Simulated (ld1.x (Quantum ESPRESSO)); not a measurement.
# Sm (Z = 62) RRKJ: all-electron and pseudo phase curves

samarium, norm-conserving RRKJ (Kleinman–Bylander form), made with ld1.x (Quantum ESPRESSO) 7.5 (PBE, scalar-relativistic). Core [Kr] 4d10, reference 4f5 5s2 5p6 5d0 6s0 6p0 (charge +3). Waves: 5s (bound): rc 1.70 bohr; 5d (bound, empty): rc 2.35 bohr; 4f (bound): rc 1.25 bohr; 5p (bound): rc 1.85 bohr. Local part: the p channel. Core correction: none. rho0 = 0.02.

The phase is arctan(r·u′/u) with u = r·R(r), unwrapped; energies in Ry, scanned from -7 to 5 Ry. A pole is an energy at which the radial function vanishes at the test radius. The pseudo phase is shifted by a multiple of π to meet the all-electron one at the reference energy, and phase errors are pseudo minus all-electron; the curves can meet again beyond the range given. Levels narrower than the energy grid can be missing from the lists of poles.

Question: For each channel, where are the poles, and over which energies does the pseudopotential scatter like the atom?

Answer:

| channel | radius (bohr) | reference energy (Ry) | poles, all-electron | poles, pseudo | unbroken range about the reference energy with phases within 0.05 rad | phase error 1 Ry above the reference energy (rad) |
| --- | --- | --- | --- | --- | --- | --- |
| s | 2.56 | -5.22 | -5.04, 2.87 | -5.04, -1.68, 4.45 | below -3.0 | -0.005 |
| p | 2.56 | -3.67 | -3.27, 4.53 | -3.27, 3.80 | below -0.5 | -0.002 |
| d | 2.56 | -1.80 | -0.63 | -0.63 | below 2.4 | -0.000 |
| f | 2.56 | -2.38 | -2.33, 2.71 | -2.33, 3.29 | below -0.4 | +0.006 |

Note: ghost state, extra bound levels that the all-electron valence spectrum of the same l lacks: s at -28.4 eV. A true bound ghost makes a file unfit for plane-wave use.

Phases in the f channel:

```json
{"E (Ry)": "-7.00", "all-electron": "1.412", "pseudo": "1.412"}
{"E (Ry)": "-6.74", "all-electron": "1.408", "pseudo": "1.408"}
{"E (Ry)": "-6.48", "all-electron": "1.405", "pseudo": "1.405"}
{"E (Ry)": "-6.22", "all-electron": "1.400", "pseudo": "1.400"}
{"E (Ry)": "-5.96", "all-electron": "1.396", "pseudo": "1.396"}
{"E (Ry)": "-5.70", "all-electron": "1.391", "pseudo": "1.391"}
{"E (Ry)": "-5.44", "all-electron": "1.386", "pseudo": "1.386"}
{"E (Ry)": "-5.18", "all-electron": "1.380", "pseudo": "1.380"}
{"E (Ry)": "-4.92", "all-electron": "1.374", "pseudo": "1.374"}
{"E (Ry)": "-4.66", "all-electron": "1.367", "pseudo": "1.367"}
{"E (Ry)": "-4.40", "all-electron": "1.359", "pseudo": "1.359"}
{"E (Ry)": "-4.14", "all-electron": "1.349", "pseudo": "1.349"}
{"E (Ry)": "-3.88", "all-electron": "1.339", "pseudo": "1.339"}
{"E (Ry)": "-3.62", "all-electron": "1.325", "pseudo": "1.326"}
{"E (Ry)": "-3.36", "all-electron": "1.309", "pseudo": "1.309"}
{"E (Ry)": "-3.10", "all-electron": "1.286", "pseudo": "1.286"}
{"E (Ry)": "-2.84", "all-electron": "1.246", "pseudo": "1.247"}
{"E (Ry)": "-2.58", "all-electron": "1.115", "pseudo": "1.117"}
{"E (Ry)": "-2.32", "all-electron": "-1.587", "pseudo": "-1.587"}
{"E (Ry)": "-2.06", "all-electron": "-1.800", "pseudo": "-1.798"}
{"E (Ry)": "-1.80", "all-electron": "-1.859", "pseudo": "-1.856"}
{"E (Ry)": "-1.54", "all-electron": "-1.906", "pseudo": "-1.901"}
{"E (Ry)": "-1.28", "all-electron": "-1.957", "pseudo": "-1.949"}
{"E (Ry)": "-1.02", "all-electron": "-2.020", "pseudo": "-2.008"}
{"E (Ry)": "-0.76", "all-electron": "-2.108", "pseudo": "-2.087"}
{"E (Ry)": "-0.50", "all-electron": "-2.242", "pseudo": "-2.202"}
{"E (Ry)": "-0.24", "all-electron": "-2.463", "pseudo": "-2.383"}
{"E (Ry)": "0.02", "all-electron": "-2.849", "pseudo": "-2.687"}
{"E (Ry)": "0.28", "all-electron": "-3.406", "pseudo": "-3.160"}
{"E (Ry)": "0.54", "all-electron": "-3.895", "pseudo": "-3.676"}
{"E (Ry)": "0.80", "all-electron": "-4.190", "pseudo": "-4.038"}
{"E (Ry)": "1.06", "all-electron": "-4.362", "pseudo": "-4.254"}
{"E (Ry)": "1.32", "all-electron": "-4.469", "pseudo": "-4.387"}
{"E (Ry)": "1.58", "all-electron": "-4.543", "pseudo": "-4.475"}
{"E (Ry)": "1.84", "all-electron": "-4.597", "pseudo": "-4.538"}
{"E (Ry)": "2.10", "all-electron": "-4.639", "pseudo": "-4.585"}
{"E (Ry)": "2.36", "all-electron": "-4.673", "pseudo": "-4.622"}
{"E (Ry)": "2.62", "all-electron": "-4.703", "pseudo": "-4.652"}
{"E (Ry)": "2.88", "all-electron": "-4.729", "pseudo": "-4.678"}
{"E (Ry)": "3.14", "all-electron": "-4.754", "pseudo": "-4.700"}
{"E (Ry)": "3.40", "all-electron": "-4.777", "pseudo": "-4.720"}
{"E (Ry)": "3.66", "all-electron": "-4.801", "pseudo": "-4.739"}
{"E (Ry)": "3.92", "all-electron": "-4.827", "pseudo": "-4.757"}
{"E (Ry)": "4.18", "all-electron": "-4.855", "pseudo": "-4.774"}
{"E (Ry)": "4.44", "all-electron": "-4.887", "pseudo": "-4.791"}
{"E (Ry)": "4.70", "all-electron": "-4.925", "pseudo": "-4.809"}
{"E (Ry)": "4.96", "all-electron": "-4.975", "pseudo": "-4.828"}
```
